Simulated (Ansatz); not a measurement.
`CB[BH][GaH2]` + HCl → `CBCl` + `[BH2][GaH2]` at 400 K and 1 bar (cleavage of the B–B bond).

Program: Ansatz. Geometries: PBE0-D4/def2-TZVP. ΔE: electronic, gas phase. CCSD(T)/CBS adds triple-zeta CCSD(T) − MP2 to the extrapolated MP2 energy (def2 sets, frozen cores). This one scheme is used for every species. For Ga outer-core shells are correlated without core-valence functions, which leaves a few kJ/mol of doubt a bond. Scalar relativity is left out up to krypton. One conformer a species, not always the lowest.

```
       species  CCSD(T)/CBS energy (Eh)  H − E (kJ/mol)  S (J/(mol·K))
`CB[BH][GaH2]`              -2015.73096           227.2          398.6
           HCl               -460.38127            29.6          195.4
        `CBCl`               -525.07110           152.0          307.7
 `[BH2][GaH2]`              -1951.07352           105.9          290.8
```

H − E and S are ideal-gas, rigid-rotor, harmonic terms from PBE0-D4/def2-TZVP, for one conformer and one mirror image of each species. 1 Eh = 2625.50 kJ/mol, R = 8.31446 J/(mol·K).

Problem. By hand: ΔE, ΔH, ΔS and ΔG.

Solution. ΔE = (-525.07110) + (-1951.07352) − (-2015.73096) − (-460.38127) = -0.03239 Eh = -85.0 kJ/mol. Δ(H − E) = 152.0 + 105.9 − 227.2 − 29.6 = 1.1, so ΔH = -83.9 kJ/mol. ΔS = 307.7 + 290.8 − 398.6 − 195.4 = 4.5 J/(mol·K). ΔG = -83.9 − 400 × (4.5)/1000 = -85.7 kJ/mol.

Problem. By hand: the equilibrium constant, and the temperature at which ΔG would vanish if ΔH and ΔS stayed fixed.

Solution. log₁₀ K = −ΔG/(RT ln 10) = 11.2. ΔH and −TΔS have one sign here, so there is no such temperature. One of them is within its doubt of zero, so this could turn.

The number of gas molecules stays the same, so ΔS is small and ΔH decides. A doubt of 5 kJ/mol in ΔE shifts log₁₀ K by 0.7 here. Other conformers and mirror images would add mixing entropy, several J/(mol·K) or more a flexible species. Modes under 60 cm⁻¹, often nearly free rotors, make the harmonic entropy too high. These are equilibria of isolated gas molecules and say nothing of rates. Largest T1 diagnostic: 0.014 (customary marks: 0.02 for closed shells, 0.045 for open ones).
